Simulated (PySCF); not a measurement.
# Bond lengths and vibrations by method: H2NO2Si anion

All numbers below are calculated, not measured. They come from PySCF 2.14.0, an open-source quantum chemistry program, on an isolated molecule that a program drew, which may never have been made. The molecule is H2NO2Si anion (charge -1, singlet), drawn as the SMILES string `N=[Si]([O-])O`.

The geometry was optimised and harmonic frequencies were computed with HF and MP2, all in the aug-cc-pV(D+d)Z basis, for the commonest isotopes, with a restricted reference for singlets and an unrestricted one otherwise, and a frozen core in MP2. Each result is a local minimum of its method.

Geometry at the HF minimum:
```xyz
6
H2NO2Si anion, angstrom
N    -0.0422   -0.4638    2.5106
Si    1.4068   -0.3437    3.2266
O     2.7560   -1.0600    3.1555
O     1.3460    0.9130    4.3206
H    -0.1303   -1.1919    1.8249
H     0.4833    1.2946    4.2980
```

Lengths of the bonds as drawn, in Å (atoms numbered as above):
```
bond,HF,MP2
N1-Si2,1.621,1.661
Si2-O3,1.529,1.575
Si2-O4,1.667,1.709
N1-H5,1.004,1.026
O4-H6,0.944,0.969
```

Rotational constants, in GHz:
```
constant,HF,MP2
A,8.581,8.385
B,7.406,6.91
C,3.975,3.788
```

Harmonic frequencies in cm^-1, each column in rising order, so a row needn't be the same motion in every method:
```
rank,HF,MP2
1,351,314
2,386,337
3,431,372
4,512,448
5,595,551
6,811,731
7,868,805
8,1025,932
9,1035,960
10,1280,?
11,3772,3524
12,4180,3813
```

**Estimate the missing MP2 frequency from the HF column.**

A single factor s that minimises the squared misfit of MP2 against s times HF over the other rows is sum(HF x MP2) / sum(HF^2) = 0.9207, with an rms misfit of 23 cm^-1. For rank 10 it gives 0.9207 x 1280 = 1178 cm^-1. The calculation gives 1151 cm^-1, 27 cm^-1 below the estimate. The drawn bonds are on average 2.6 % longer in MP2 than in HF.
